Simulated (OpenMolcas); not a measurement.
**Cu3+: CASPT2 settings compared**

```
Program             : OpenMolcas
Basis               : ANO-RCC-VDZP [5s4p2d1f]
Scalar Hamiltonian  : X2C, point nucleus
Active space        : 8 electrons in 5 orbitals (3d)
State averaging     : 2S+1 = 3 even, 10 roots; 2S+1 = 1 even, 14 roots
Spin-orbit coupling : state interaction with AMFI integrals over the reference wave functions, term energies averaged over their components
```

Methods on the same reference wave functions:
A. CASSCF
B. SS-CASPT2, IPEA 0.2 Eh, real shift 0.4 Eh (closed shells correlated: 2s 2p 3s 3p)
C. SS-CASPT2, IPEA 0.3 Eh, sigma2 regulariser 0.5 Eh (closed shells correlated: 2s 2p 3s 3p)
D. XMS-CASPT2, IPEA 0.3 Eh, no level shift (closed shells correlated: 2s 2p 3s 3p)

Energies in cm⁻¹ above 3d⁸ ³F₄, the measured ground level; measured values from Sugar and Musgrove, J. Phys. Chem. Ref. Data 19, 527 (1990).

```tsv
Level	A	B	C	D	Measured
3d⁸ ³F₄	0.0	0.0	0.0	0.0	0.0
3d⁸ ³F₃	1928	1930	1930	1930	1861
3d⁸ ³F₂	3220	3190	3190	3190	3078
3d⁸ ¹D₂	19282	15880	15900	16450	16248
3d⁸ ³P₂	23508	20670	20750	20880	19697
3d⁸ ³P₁	23955	21190	21280	21360	20097
3d⁸ ³P₀	24429	21670	21760	21840	20423
3d⁸ ¹G₄	29938	27910	27910	28240	26913
```

Deviations, from unrounded energies. A percentage is the sum of absolute deviations over the sum of measured energies, with the sign that they share, or ± where signs differ.

```csv
Against measurement,Levels,A,B,C,D
mean absolute deviation (cm-1),7,2600,690,730,800
fine structure of the ground term (%),2,+4.2,+3.6,+3.6,+3.7
other terms of the ground configuration (%),5,+17.2,±4.5,±4.8,+5.2
```

B, C lie about equally close to measurement and A furthest from it. The largest miss of B in the table is 3d⁸ ³P₀, by +1200 cm-1. The ranking rests on the paired levels alone, and a cruder setting can come out closer through cancelling errors.

Among B to D the level of the table that moves most is 3d⁸ ¹D₂, by 570 cm-1 (lowest in B, highest in D). Moves below CASPT2's spread within the term are not significant.

The mean deviations of B to D differ by less than CASPT2's widest spread within a term (980 cm-1), so their order carries little weight.

From A to B the spin-free energies of the other terms of 3d⁸ shown, above ³F, scale by factors of 0.81 to 0.93, as is usual when dynamic correlation screens the repulsion within a d or f shell.

The lowest spin-free term lies below A's lowest term by 0.431 hartree in B, 0.431 hartree in C, 0.435 hartree in D.

CASPT2 breaks the degeneracy within a term, and the mean is taken; among the terms shown or strongly mixed into the levels shown the widest spread is 980 cm-1 (3d⁸ ³F, D). The basis is small and was not contracted for so high a charge. Without dynamic correlation excited terms often stand tens of per cent too high (terms of higher spin than the ground term too low), and those without a measured partner can miss by more than the paired ones (holds for A). Some levels mix across a computed gap that differs much from the measured one, so their mixing is not that of the real levels (holds for B; C). Computed and measured levels are paired by configuration, term and J; levels that our copy of the source lacks, or whose pairing is in doubt (as where it misses far off the trend of its configuration), stay unpaired and out of the deviations. Only configurations of the active space appear.
